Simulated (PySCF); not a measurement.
## Basis-set dependence of PbI at CCSD(T)

PySCF, UHF reference; doublet, unpaired electrons π ↑; De to Pb + I without counterpoise correction. Frozen cores follow the default of each basis and core potential.

| basis | relativity | functions | Re (Å) | ωe (cm⁻¹) | De (eV) | frozen orbitals |
| --- | --- | --- | --- | --- | --- | --- |
| cc-pVDZ-PP | scalar-relativistic core potentials | 46 | 2.854 | 163 | 2.51 | 8 |
| def2-SVP | scalar-relativistic core potentials | 52 | 2.852 | 164 | 2.52 | 8 |
| def2-TZVPP | scalar-relativistic core potentials | 100 | 2.807 | 166 | 2.83 | 8 |

Problem. How does each smaller set differ from the one with most functions, def2-TZVPP?

Solution. cc-pVDZ-PP: +4.7 pm, -1.8 % in ωe, -0.32 eV in De; def2-SVP: +4.5 pm, -1.2 % in ωe, -0.31 eV in De. All at CCSD(T); the set with most functions is neither the basis-set limit nor always the best.

Correlated steps freeze 8 core orbitals. Correlated levels converge slowly with the basis: in double zeta they bind strong bonds too weakly, by up to about 1 eV, and carry superposition errors of some tenths. Spin–orbit coupling is left out, which matters for elements this heavy, above all for dissociation energies. The state is the lowest determinant that a PBE0 search found; another state may lie lower at other levels.
